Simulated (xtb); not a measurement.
C4H9KO, SMILES CC([O][K])(C)C. All values are semi-empirical tight-binding results from xtb (GFN2-xTB unless named), good for trends rather than for accurate numbers. The structure is a stationary point at GFN2-xTB. The isomer is the one that the SMILES or the coordinates give; other isomers of the formula were not compared.

For metal compounds this method's bond lengths and energies can be far off.

```
Property                                       Value
-------------------------------------  -------------
point group as xtb finds it                       Cs
orbital gap                                  0.92 eV
zero-point energy                      75.9 kcal/mol
G − E(el) at 298.15 K (modified RRHO)  54.9 kcal/mol
```
